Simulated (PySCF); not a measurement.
Working out the excitation energy of Al

Al [Ne] 3s2 3p1 (2P) → Al [Ne] 3s1 3p2 (4P). Calculation: PySCF 2.14, in dyall-av2z (13s9p2d, 50 functions); no relativity, point nucleus. Frozen: [Ne]; the 15 highest virtual orbitals dropped. Energies in hartree (1 hartree = 27.21139 eV):

```
             part   Al (lower)   Al (upper)
              UHF  -241.874174  -241.785443
MP2 opposite-spin    -0.029522     0.000000
    MP2 same-spin    -0.002313    -0.007796
```

**Question.** What does Hartree-Fock give?

**Answer.** (-241.785443) − (-241.874174) = 0.088731 hartree = 2.414 eV.

**Question.** What do MP2 and SCS-MP2 (6/5 opposite-spin, 1/3 same-spin) give?

**Answer.** The opposite-spin parts differ by 0.803 eV and the same-spin parts by -0.149 eV. MP2: 2.414 + (0.803) + (-0.149) = 3.068 eV. SCS-MP2: 2.414 + 1.2 × (0.803) + (-0.149)/3 = 3.328 eV.

Measured between the centres of the two terms (NIST): 3.598 eV, so MP2 (valence) is off by -0.530 eV.

A double-zeta basis recovers only part of the correlation energy.

What remains against the reference includes basis incompleteness, the frozen core and correlation beyond second order.
